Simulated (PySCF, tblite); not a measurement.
Isomers of C6H12OSSi, one GFN2-xTB conformer each. Single-point energies are computed at PBE0/pcSseg-1 (PySCF, gas phase, no added dispersion term), electronic only.

| SMILES | GFN2-xTB relative energy (kJ/mol) |
| --- | --- |
| C=C[SiH2]SC(C)(C)C=O | 142.6 |
| CS[C@@H]1C[C@@H](C=O)C[SiH2]1 | 135.1 |
| CO[C@@H]1[C@@H]([SiH3])[C@@H]1C(C)=S | 175.2 |
| CCS[C@@H]1C[Si@@H]1C(C)=O | 281.4 |
| C=CC[C@@H]1CS[C@H]1O[SiH3] | 0.0 |
| C=C(CC)[SiH2]OC(C)=S | 9.1 |

Conformers: `[CH2:1]=[CH:2][SiH2:3][S:4][C:5]([CH3:6])([CH3:7])[CH:8]=[O:9]` with C1–C2–Si3–S4 -127°, C2–Si3–S4–C5 85°, Si3–S4–C5–C6 72°, S4–C5–C8–O9 100°; `[CH3:1][S:2][C@@H:3]1[CH2:4][C@@H:5]([CH:6]=[O:7])[CH2:8][SiH2:9]1` with C1–S2–C3–C4 -165°, C4–C5–C6–O7 -133°, S2–C3–C4–C5 -80°, C3–C4–C5–C6 -170°, C4–C5–C8–Si9 38°, C5–C8–Si9–C3 -14°; `[CH3:1][O:2][C@@H:3]1[C@@H:4]([SiH3:5])[C@@H:6]1[C:7]([CH3:8])=[S:9]` with C1–O2–C3–C4 -76°, C4–C6–C7–C8 163°; `[CH3:1][CH2:2][S:3][C@@H:4]1[CH2:5][Si@@H:6]1[C:7]([CH3:8])=[O:9]` with C1–C2–S3–C4 -78°, C2–S3–C4–C5 -71°, C5–Si6–C7–C8 -26°; `[CH2:1]=[CH:2][CH2:3][C@@H:4]1[CH2:5][S:6][C@H:7]1[O:8][SiH3:9]` with C1–C2–C3–C4 119°, C2–C3–C4–C5 -66°, S6–C7–O8–Si9 -62°, C3–C4–C5–S6 -135°, C4–C5–S6–C7 11°, C5–S6–C7–O8 -129°, C3–C4–C7–S6 135°; `[CH2:1]=[C:2]([CH2:3][CH3:4])[SiH2:5][O:6][C:7]([CH3:8])=[S:9]` with C1–C2–C3–C4 0°, C1–C2–Si5–O6 1°, C2–Si5–O6–C7 180°, Si5–O6–C7–C8 180°.

Q: What does PBE0/pcSseg-1 give for the same structures?

A: 
```json
{"SMILES": "C=C(CC)[SiH2]OC(C)=S", "PBE0/pcSseg-1 E (Eh)": "-998.08627", "PBE0/pcSseg-1 (kJ/mol)": "0.0", "GFN2-xTB (kJ/mol)": "9.1", "point group": "near Cs"}
{"SMILES": "C=C[SiH2]SC(C)(C)C=O", "PBE0/pcSseg-1 E (Eh)": "-998.06701", "PBE0/pcSseg-1 (kJ/mol)": "50.6", "GFN2-xTB (kJ/mol)": "142.6", "point group": "C1"}
{"SMILES": "CS[C@@H]1C[C@@H](C=O)C[SiH2]1", "PBE0/pcSseg-1 E (Eh)": "-998.06690", "PBE0/pcSseg-1 (kJ/mol)": "50.9", "GFN2-xTB (kJ/mol)": "135.1", "point group": "C1"}
{"SMILES": "C=CC[C@@H]1CS[C@H]1O[SiH3]", "PBE0/pcSseg-1 E (Eh)": "-998.04797", "PBE0/pcSseg-1 (kJ/mol)": "100.6", "GFN2-xTB (kJ/mol)": "0.0", "point group": "C1"}
{"SMILES": "CCS[C@@H]1C[Si@@H]1C(C)=O", "PBE0/pcSseg-1 E (Eh)": "-998.03298", "PBE0/pcSseg-1 (kJ/mol)": "139.9", "GFN2-xTB (kJ/mol)": "281.4", "point group": "C1"}
{"SMILES": "CO[C@@H]1[C@@H]([SiH3])[C@@H]1C(C)=S", "PBE0/pcSseg-1 E (Eh)": "-998.00908", "PBE0/pcSseg-1 (kJ/mol)": "202.7", "GFN2-xTB (kJ/mol)": "175.2", "point group": "C1"}
```

GFN2-xTB puts C=CC[C@@H]1CS[C@H]1O[SiH3] lowest instead; measured from each level's own lowest isomer, the values differ by up to 141.5 kJ/mol (CCS[C@@H]1C[Si@@H]1C(C)=O: 281.4 against 139.9). As drawn, the lowest has an Si–O bond and a C=C bond outside aromatic rings, which the highest lacks; the highest has a three-membered ring, which the lowest lacks. Neighbours under 10 kJ/mol apart (C=C[SiH2]SC(C)(C)C=O and CS[C@@H]1C[C@@H](C=O)C[SiH2]1) can change places with a better method, another conformer or zero-point energy.

Q: Which frontier levels, dipoles and rotational constants go with these structures?

A: 
```json
{"SMILES": "C=C(CC)[SiH2]OC(C)=S", "HOMO (eV, PBE0/pcSseg-1)": "-6.61", "LUMO (eV)": "-1.38", "dipole (D)": "2.63", "A, B, C (MHz)": "3087, 500.6, 436.4"}
{"SMILES": "C=C[SiH2]SC(C)(C)C=O", "HOMO (eV, PBE0/pcSseg-1)": "-7.08", "LUMO (eV)": "-0.95", "dipole (D)": "0.96", "A, B, C (MHz)": "1821, 858.1, 725.0"}
{"SMILES": "CS[C@@H]1C[C@@H](C=O)C[SiH2]1", "HOMO (eV, PBE0/pcSseg-1)": "-6.34", "LUMO (eV)": "-0.68", "dipole (D)": "4.16", "A, B, C (MHz)": "2103, 691.3, 579.3"}
{"SMILES": "C=CC[C@@H]1CS[C@H]1O[SiH3]", "HOMO (eV, PBE0/pcSseg-1)": "-6.47", "LUMO (eV)": "-0.13", "dipole (D)": "1.36", "A, B, C (MHz)": "2321, 584.2, 487.7"}
{"SMILES": "CCS[C@@H]1C[Si@@H]1C(C)=O", "HOMO (eV, PBE0/pcSseg-1)": "-6.47", "LUMO (eV)": "-1.42", "dipole (D)": "3.56", "A, B, C (MHz)": "2536, 586.5, 524.8"}
{"SMILES": "CO[C@@H]1[C@@H]([SiH3])[C@@H]1C(C)=S", "HOMO (eV, PBE0/pcSseg-1)": "-6.07", "LUMO (eV)": "-1.73", "dipole (D)": "2.82", "A, B, C (MHz)": "1341, 847.8, 644.6"}
```

Q: What happens when harmonic zero-point energies from GFN2-xTB frequencies are added?

A: 
```csv
SMILES,ZPE (kJ/mol),electronic (kJ/mol),with ZPE (kJ/mol)
C=C(CC)[SiH2]OC(C)=S,426.3,0.0,0.0
C=C[SiH2]SC(C)(C)C=O,420.3,50.6,44.5
CS[C@@H]1C[C@@H](C=O)C[SiH2]1,427.7,50.9,52.2
C=CC[C@@H]1CS[C@H]1O[SiH3],422.6,100.6,96.8
CCS[C@@H]1C[Si@@H]1C(C)=O,428.5,139.9,142.0
CO[C@@H]1[C@@H]([SiH3])[C@@H]1C(C)=S,417.4,202.7,193.7
```

The zero-point energies span 11.1 kJ/mol. The order is unchanged.

Q: As an exercise, what shares would exp(−E/RT) give at 2000 K from these electronic energies alone (no entropy, no degeneracies)?

A: RT = 16.629 kJ/mol: C=C(CC)[SiH2]OC(C)=S 91.1 %, C=C[SiH2]SC(C)(C)C=O 4.4 %, CS[C@@H]1C[C@@H](C=O)C[SiH2]1 4.3 %, C=CC[C@@H]1CS[C@H]1O[SiH3] 0.2 %, CCS[C@@H]1C[Si@@H]1C(C)=O under 0.1 %, CO[C@@H]1[C@@H]([SiH3])[C@@H]1C(C)=S under 0.1 %.
